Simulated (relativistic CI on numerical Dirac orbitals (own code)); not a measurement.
**Ti4+ in a cubic cluster: L2,3 absorption with charge transfer**

Computed with a charge-transfer multiplet model of a cubic metal-ligand cluster with up to 2 ligand holes, Slater and spin-orbit integrals from Dirac-Coulomb-Breit ions, Slater integrals scaled by 0.7. The ground state mixes d0 with configurations of k ligand holes L, whose averages lie at kΔ + k(k − 1)U_dd/2; a core hole lowers each added d electron by U_cd. 20 K, Lorentzian 0.4 eV and Gaussian 0.3 eV FWHM.

Atomic integrals in eV (Slater integrals scaled, ζ unscaled), ground: F2dd 5.756, F4dd 3.579, zeta_d 0.013; with the core hole: F2dd 5.756, F4dd 3.579, zeta_d 0.032, zeta_core 3.741, F2cd 4.433, G1cd 3.312, G3cd 1.881. Where a configuration has fewer than two d electrons, the dd integrals are those of d2.

Cluster parameters (eV): Δ = 3.3, U_dd = 5.6, U_cd = 6.6, 10Dq = 1.4, 10Dq(ligand) = 0.3, final-state hopping factor = 0.8.

```csv
Case,n_d,d0,d1L,d2L2,S
"V(eg) = 1 eV, V(t2g) = -0.44 eV",0.24,0.77,0.22,0.01,0.00
"V(eg) = 1.3 eV, V(t2g) = -0.57 eV",0.33,0.69,0.29,0.02,0.00
"V(eg) = 1.9 eV, V(t2g) = -0.83 eV",0.48,0.57,0.39,0.05,0.00
```

Weights, n_d and S are thermal averages at 20 K. Photon energies count from the first peak over 30 % of the highest in each spectrum, which can be another peak from case to case. The parameters are a model scan and need not match a compound or its usual spin state. Peaks in eV (height, largest 100):
- V(eg) = 1 eV, V(t2g) = -0.44 eV: -1.9 (14), 0.0 (61), 3.6 (32), 5.4 (100)
- V(eg) = 1.3 eV, V(t2g) = -0.57 eV: -2.0 (18), 0.0 (68), 3.6 (35), 5.4 (100)
- V(eg) = 1.9 eV, V(t2g) = -0.83 eV: -2.0 (22), 0.0 (73), 1.9 (9), 3.6 (32), 5.4 (100)

Curve for V(eg) = 1.9 eV, V(t2g) = -0.83 eV (points under 2 left out, the grid thinned):

```tsv
E (eV)	Intensity
-3.7	2.2
-3.4	2.6
-3.2	3.0
-2.9	4.3
-2.6	5.1
-2.4	9.0
-2.1	21.7
-1.8	15.8
-1.6	9.7
-1.3	5.9
-1.0	6.4
-0.7	11.4
-0.5	21.4
-0.2	60.0
0.1	65.6
0.3	40.3
0.6	16.8
0.9	9.3
1.1	7.4
1.4	6.8
1.7	8.2
1.9	9.1
2.2	8.4
2.5	8.0
2.7	9.4
3.0	15.2
3.3	24.3
3.5	30.4
3.8	29.8
4.1	21.1
4.3	17.9
4.6	20.3
4.9	31.6
5.1	53.0
5.4	100.0
5.7	65.7
6.0	29.1
6.2	18.4
6.5	9.6
6.8	6.4
7.0	5.5
7.3	4.2
7.6	3.3
7.8	2.7
8.1	2.0
```

A d0 ion has no d-d gap: its lowest excitations are ligand-to-metal charge transfer. With the core hole the configuration with one ligand hole lies at Δ + U_dd − U_cd = 2.3 eV above the one without, against Δ in the ground state. The added d electron screens the hole, so the order of the configurations is kept and charge-transfer satellites are weaker than in photoemission.
